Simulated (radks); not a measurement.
Results of a calculation; reference values are marked as such.
All-electron atom: H I in 1s1.

Level of theory: non-relativistic Kohn-Sham, PBE, spin-polarised, spherical densities, point nucleus; open shells are filled with parallel spins first (a radial shooting solver on a logarithmic mesh with Libxc functionals).

Energy parts (eV):
| part | energy |
|---|---|
| total | -13.605 |
| kinetic | 13.465 |
| electron-nucleus | -27.053 |
| Hartree | 8.349 |
| exchange-correlation | -8.367 |

Orbitals (lengths in bohr, moments of r in powers of bohr; r(max) is where P^2 peaks):
orbital  occ.  eigenvalue (eV)  r(max)
1s up       1          -7.5944  0.9828

The highest occupied level is 1s up at -7.594 eV. Spin moment in Bohr magnetons: 1. The density falls to 0.001 e/bohr^3 at r = 2.91 bohr. Virial ratio -V/T = 2.01047.
